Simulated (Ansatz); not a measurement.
Multireference treatment of ZnH₂, singlet

Program: Ansatz, Gaussian basis, development build. Basis def2-SVP, nonrelativistic, 5 orbitals frozen in the corrections. State-specific CASSCF; RHF is the lowest restricted (open-shell) Hartree–Fock solution met. The basis is small, far from the limit. Solutions may break the symmetry of the shape. The lowest solution met needn't be the lowest there is, nor hold the orbitals that a chemist would pick.

Geometry. A bond is stretched, to 1.99 times the sum of the covalent radii.

```xyz
3

H     0.0000    0.0000    3.0480
Zn    0.0000    0.0000    0.0000
H     0.0000    0.0000   -1.5240
```

Problem. What do CASSCF and its corrections give against RHF in CAS(4,4), and what are the occupations?

Solution. CASSCF -1.820 eV, SC-NEVPT2 -11.203 eV; occupations 1.98, 1.68, 0.32, 0.02.
